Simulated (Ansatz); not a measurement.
Mulliken charges of `C[OH+][InH3-]` from r2SCAN/def2-TZVPP in Ansatz (PBE0-D4/def2-TZVP geometry).

```tsv
atom	x (Å)	y (Å)	z (Å)	charge (e)
C1	-1.232	0.686	-0.479	-0.008
O2	0.128	0.838	-0.081	-0.331
In3	1.280	-1.097	0.739	0.411
H4	-1.327	-0.016	-1.311	0.094
H5	-1.767	0.290	0.382	0.080
H6	-1.661	1.653	-0.751	0.076
H7	0.633	1.234	-0.797	0.223
H8	0.573	-2.158	-0.442	-0.190
H9	0.621	-1.073	2.336	-0.176
H10	2.835	-0.408	0.407	-0.180
```

**Question.** By hand: the dipole of these point charges (1 e Å = 4.8032 D).

**Answer.** Σ q r = (-0.486, 0.361, -0.394) e Å, of length 0.722 e Å = 3.47 D.

**Question.** How does the dipole of the full density compare? (An estimate is asked.)

**Answer.** Computed: (-0.423, 0.493, -0.453) e Å, 3.80 D; the point charges give 0.91 times that, at 11° from its direction.

Point charges leave out the atoms' own dipoles, such as those of lone pairs, and Mulliken's split depends on the basis, so the close match here is no proof of good charges.
